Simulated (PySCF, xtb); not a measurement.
(E)-1-chloro-3,3-difluoroprop-1-ene (C3H3ClF2), SMILES Cl/C=C/C(F)F.

GFN2-xTB (xtb) at its own geometry gives an orbital gap of 4.49 eV and a dipole moment of 2.09 D.

Coordinates come from a B3LYP-D3(BJ)/def2-SVP optimisation. Other conformers were not sampled.

### Question
What does B3LYP/def2-TZVP run with PySCF give? (An estimate is asked for; the answer gives what the named calculation found.)

### Answer
gap 6.60 eV (levels -7.72 and -1.12 eV), dipole 1.45 D.
